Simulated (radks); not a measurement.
The numbers below are computed, except where a source is named.
Fractional charge and spin in the 5s shell of tellurium: the spin-up occupation runs from 0 to 1 and the spin-down occupation from 0 to 1; the fullest corner is Te, [Kr] 4d10 5p(up 2, down 2) 5s(up 1, down 1). Level of theory: scalar-relativistic Kohn-Sham, PBE, spin-polarised, spherical densities, point nucleus (a radial shooting solver on a logarithmic mesh with Libxc functionals). Energy (eV) minus the two flat planes that join the four corners (they meet along the diagonal where the two added fractions sum to one electron); zero is where a piecewise linear energy would lie.

| down \ up | 0 | 0.25 | 0.5 | 0.75 | 1 |
|---|---|---|---|---|---|
| 0 | 0.000 | -0.908 | -1.203 | -0.897 | 0.000 |
| 0.25 | -0.908 | -1.148 | -0.788 | 0.160 | -0.821 |
| 0.5 | -1.203 | -0.788 | 0.213 | -0.717 | -1.085 |
| 0.75 | -0.897 | 0.160 | -0.717 | -1.034 | -0.806 |
| 1 | 0.000 | -0.821 | -1.085 | -0.806 | 0.000 |

Corners above the fullest one (they belong to Te+ and the next ion): (up 1, down 0) 19.358 eV, (up 0, down 1) 19.358 eV, (up 0, down 0) 48.742 eV. With half an added electron in each spin the energy lies 0.213 eV from the planes, and with half an added electron in spin up alone -1.203 eV. The planes are only a guide here: the flat-plane condition holds for ground states with one frontier orbital, while this shell lies below other occupied shells, so the corners above the fullest one are inner-hole states and not the ground states of those ions.
